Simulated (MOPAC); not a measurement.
MOPAC input (PM7):

```
PM7 PRECISE GNORM=0.05 LET XYZ CHARGE=-1 GEO-OK AUX(PRECISION=9) THREADS=1
HS2

S    -0.99245769 1    0.02474353 1    0.46498964 1
S     0.89364365 1    0.03051785 1   -0.48028129 1
H     1.58102472 1   -0.88418214 1    0.24466650 1
```

**Question.** What heat of formation does the run end on?

**Answer.** -38.42 kcal/mol.
